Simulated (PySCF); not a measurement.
# Correlation energy of Cl²⁺ (chlorine, charge +2)

[Ne] 3s1 3p4, high-spin 4P determinant (an excited configuration). Computed with PySCF 2.14 in aug-cc-pCVTZ-DK with one added diffuse shell each of s, p, d, f type (9s8p6d4f, 91 functions), with the spin-free X2C one-electron Hamiltonian (Gaussian nucleus). Frozen: 1s2; 13 electrons correlated.

| level | correlation energy (mhartree) |
| --- | --- |
| CCSD | -435.69 |
| (T) | -11.32 |
| CCSD(T) | -447.01 |

Diagnostics: T1 = 0.0081, D1 = 0.0330, largest double amplitude 0.180.

Task: Is a single reference adequate?

Result: Not fully. A double-excitation amplitude exceeds 0.15, a sign of near-degeneracy.
